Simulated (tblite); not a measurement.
C₆H₁₁P.
Z-matrix (Å and degrees, GFN2-xTB geometry), rows numbered from 1:
```
C 
C   1  1.5222
P   2  1.8752  1  111.02
C   3  1.8240  2   97.39  1   -77.22
C   4  1.3248  3  114.34  2   -90.59
C   5  1.4960  4  117.11  3     0.77
C   6  1.5336  5  107.67  4   -11.93
H   1  1.0884  2  110.42  3   -56.30
H   1  1.0888  2  110.72  3  -176.51
H   1  1.0881  2  110.54  3    63.47
H   2  1.0937  1  109.95  3   118.17
H   2  1.0931  1  110.62  3  -121.94
H   4  1.0781  3  121.19  2    90.41
H   5  1.0809  4  124.05  3   179.54
H   6  1.0926  5  110.69  4  -133.51
H   6  1.0948  5  109.16  4   108.96
H   7  1.0908  3  110.52  2   -41.64
H   7  1.0931  3  106.68  2  -158.17
```

Calculated harmonic vibrations of the isolated species, GFN2-xTB (tblite), most abundant isotopes, no scaling. The method is semi-empirical: single wavenumbers can be off by several per cent or more. One conformer, not necessarily the lowest.

Harmonic wavenumbers (cm⁻¹): 65.4, 95.7, 163.0, 189.2, 233.1, 292.5, 397.0, 502.0, 629.7, 652.6, 708.2, 721.3, 763.5, 783.5, 801.0, 882.3, 945.8, 959.8, 990.3, 1012.0, 1049.1, 1074.1, 1107.6, 1116.0, 1165.3, 1224.1, 1239.9, 1250.1, 1266.5, 1297.6, 1408.8, 1443.4, 1451.8, 1476.9, 1497.4, 1501.5, 1654.5, 2927.0, 2940.9, 2947.1, 2956.1, 2967.6, 2980.1, 3014.8, 3024.5, 3031.8, 3057.7, 3089.7.

A = 3822, B = 1625, C = 1462 MHz; mass 114.060 u (most abundant isotopes); point group C1, symmetry number 1.

Task: Zero-point energy?

Result: ½Σν̃ = 33475 cm⁻¹ = 400.45 kJ/mol.

Task: Give the ideal-gas entropy at 273.15 K and 1 bar in the rigid-rotor, harmonic-oscillator model (classical rotation).

Result: Translation 166.11, rotation 115.90, vibration 77.99: S = 360.0 J/(mol K).

Task: And Cp and H(273.15 K) − H(0)?

Result: Cp = 124.85 J/(mol K), of which vibrations give 91.59 (their classical limit is 48 R = 399.1); H(273.15 K) − H(0) = 20.87 kJ/mol without the zero-point energy, 11.79 from vibrations.

Task: What must be added to the electronic energy to get the Gibbs energy at 273.15 K and 1 bar?

Result: ZPE + [H(273.15 K) − H(0)] − T·S = 400.45 + 20.87 − 98.33 = 322.99 kJ/mol.

Task: How do the functions run with temperature in this model?

Result: 
```csv
T (K),S (J/(mol K)),Cp (J/(mol K)),H − H(0) (kJ/mol),G − H(0) (kJ/mol),ln q(vib)
150,300.6,80.2,8.39,-36.69,1.90
250,349.4,115.5,18.09,-69.25,3.75
298.15,371.4,135.2,24.12,-86.60,4.67
400,416.9,176.3,40.01,-126.76,6.67
600,501.3,240.4,82.08,-218.72,10.78
900,611.5,302.2,164.24,-386.13,16.91
```

q(vib) and H(0) count from the zero-point level.

Task: Which modes carry the vibrational entropy at 273.15 K?

Result: 65.4 cm⁻¹: 17.22; 95.7 cm⁻¹: 14.10; 163.0 cm⁻¹: 9.83; 189.2 cm⁻¹: 8.68; 233.1 cm⁻¹: 7.11; 292.5 cm⁻¹: 5.50 J/(mol K); the other 42 give 15.55 together.

Hindered rotation and anharmonicity are outside this model. Other conformers, if any are populated, would add a mixing term that is left out. The structure is chiral; the term R ln 2 for an equal mix with its mirror image is left out.

Time: 0.6 s of wall time. Hardware: an Arm Neoverse V1 with one thread, shared host with 32 logical CPUs at a one-minute load of 20. This covers the Hessian and the dipole derivatives.
